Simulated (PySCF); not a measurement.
PySCF 2.14 output of an unrestricted B3LYP calculation on a single atom or ion in ANO-RCC-VTZP (8s7p5d3f2g1h, 104 functions), with scalar relativity by spin-free X2C-1e:

```
SCF conv_tol = 1e-09
number electrons alpha = 39  beta = 35
    P. J. Stephens, F. J. Devlin, C. F. Chabalowski, and M. J. Frisch.,  J. Phys. Chem. 98, 11623 (1994)
cycle= 1 E= -16692.9576996948  delta_E= -0.0205  |g|= 0.303  |ddm|= 0.281
cycle= 2 E= -16692.9502699164  delta_E= 0.00743  |g|= 0.465  |ddm|= 0.159
cycle= 3 E= -16692.9662160409  delta_E= -0.0159  |g|= 0.0123  |ddm|= 0.104
cycle= 4 E= -16692.9669685424  delta_E= -0.000753  |g|= 0.00781  |ddm|= 0.0931
cycle= 5 E= -16692.9677792884  delta_E= -0.000811  |g|= 0.00388  |ddm|= 0.165
cycle= 6 E= -16692.9678985343  delta_E= -0.000119  |g|= 0.00224  |ddm|= 0.0636
cycle= 7 E= -16692.9679164234  delta_E= -1.79e-05  |g|= 0.000719  |ddm|= 0.0369
cycle= 8 E= -16692.9679166363  delta_E= -2.13e-07  |g|= 0.000198  |ddm|= 0.00236
cycle= 9 E= -16692.9679166492  delta_E= -1.29e-08  |g|= 3.07e-05  |ddm|= 0.000168
cycle= 10 E= -16692.9679166495  delta_E= -2.91e-10  |g|= 5.91e-06  |ddm|= 9.18e-05
converged SCF energy = -16692.9679166495  <S^2> = 6.0025799  2S+1 = 5.0010319
```

The run itself started from symmetry-adapted Hartree-Fock orbitals and held the occupation by maximum overlap, on a logarithmic radial grid, so the iterations belong to that start.

Which element, charge and spin multiplicity is this?

Re⁺ (rhenium, charge +1), multiplicity 5; the state was [Xe] 4f14 5d6, high-spin 5D determinant (an excited configuration).

⟨L²⟩ = 7.58 against 6 for a pure D term, so this real determinant mixes terms. Spin-orbit coupling, absent here, splits the open shell strongly. The s, p, d and f populations moved away from the nominal configuration during the SCF.
